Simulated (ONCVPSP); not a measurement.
# Configuration tests for bismuth (Bi) (ONCV)

* Element: bismuth (Bi)
* Generator: ONCVPSP 4.0.1
* Type: optimised norm-conserving Vanderbilt (ONCV)
* Functional: PBE
* Relativity: scalar-relativistic
* Frozen core: [Xe] 4f14
* Valence charge: 15
* Reference configuration: 5d10 6s2 6p1 (charge +2)
* Partial waves: 6s: rc 1.75 bohr, ncon 5, nbas 10, qcut 3.1 1/bohr, 2 projectors, debl 3.7 Ha; 6p: rc 2.30 bohr, ncon 4, nbas 7, qcut 2.9 1/bohr, 2 projectors, debl 2.5 Ha; 5d: rc 1.25 bohr, ncon 4, nbas 8, qcut 8.3 1/bohr, 2 projectors, debl 1.8 Ha
* Local potential: polynomial inside 0.95 bohr (lpopt 3, dvloc0 1 Ha)
* Core correction: none

Energies are relative to the spin-unpolarised reference configuration 5d10 6s2 6p1; without spin polarisation the order of configurations can differ from experiment.

```
valence configuration  charge  ΔE all-electron (eV)  error AE − PS (meV)
         5d10 6s2 6p3       0               -23.161                  +15
         5d10 6s2 6p2      +1               -15.247                 +9.1
         5d10 6s2 6p0      +3                23.343                 -6.2
          5d9 6s2 6p4       0                 1.046                 -213
```

Levels in the configuration 5d10 6s2 6p3:

```json
{"level": "5d", "all-electron (eV)": "-27.082", "pseudo (eV)": "-27.161"}
{"level": "6s", "all-electron (eV)": "-14.477", "pseudo (eV)": "-14.483"}
{"level": "6p", "all-electron (eV)": "-4.571", "pseudo (eV)": "-4.573"}
```

Note: ghosts flagged at negative energy: s at -155.7 eV, p at -85.3 eV; no localised positive-energy state flagged. A true bound ghost makes a file unfit for plane-wave use.
